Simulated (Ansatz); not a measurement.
Conformers of C3H8ClNSi, SMILES `C=CCN[SiH2]Cl`, each relaxed with PBE0-D4/def2-TZVP in Ansatz. CBS adds the triple-zeta coupled-cluster correction to the MP2 limit.

Not all of them had a frequency check.

Conformer A:

Z-matrix (Å, degrees):
```
C
C 1 1.496
N 1 1.444 2 114.2
H 1 1.100 2 108.6 3 125.2
H 1 1.098 2 108.6 3 -121.1
C 2 1.324 1 125.6 3 6.2
H 2 1.088 1 114.7 3 -173.4
Si 3 1.697 1 124.4 2 -139.8
H 3 1.009 1 113.4 2 62.0
H 6 1.083 2 121.2 1 -179.7
H 6 1.084 2 121.3 1 1.2
Cl 8 2.073 3 114.6 1 -71.5
H 8 1.479 3 108.2 1 170.0
H 8 1.479 3 108.8 1 45.9
```

Conformer B:

Cartesian coordinates in Å:
```
C 2.306 0.004 -1.415
C 1.207 0.558 -0.922
C -0.012 -0.209 -0.527
N -0.355 0.022 0.866
Si -1.943 0.081 1.464
Cl -2.926 -1.744 1.498
H 3.169 0.598 -1.689
H 2.376 -1.068 -1.569
H 1.159 1.633 -0.763
H 0.135 -1.275 -0.745
H -0.862 0.120 -1.137
H 0.392 -0.214 1.501
H -1.893 0.555 2.864
H -2.754 0.939 0.572
```

Task: Which is lowest in electronic energy at CCSD(T)/CBS (frozen core, def2 sets), and by how much? (Estimate.)

Result: Computed: B; A lies 0.4 kJ/mol higher. Gaps under about 2 kJ/mol don't settle the order.

Task: Give the energies relative to B (kJ/mol) with r2SCAN-D4/def2-TZVPP, B3LYP-D4/def2-TZVPP, r2SCAN/def2-TZVPP, HF/def2-TZVPP, CCSD/def2-TZVPP, CCSD(T)/def2-TZVPP, HF/CBS(def2). (An estimate is asked.)

Result: The calculation gave: 
```csv
level,A
r2SCAN-D4/def2-TZVPP,-1.1
B3LYP-D4/def2-TZVPP,-0.4
r2SCAN/def2-TZVPP,-0.8
HF/def2-TZVPP,2.5
CCSD/def2-TZVPP,0.4
CCSD(T)/def2-TZVPP,0.2
HF/CBS(def2),2.7
```

B3LYP here is the variant with VWN-RPA as its local correlation; programs differ in this.
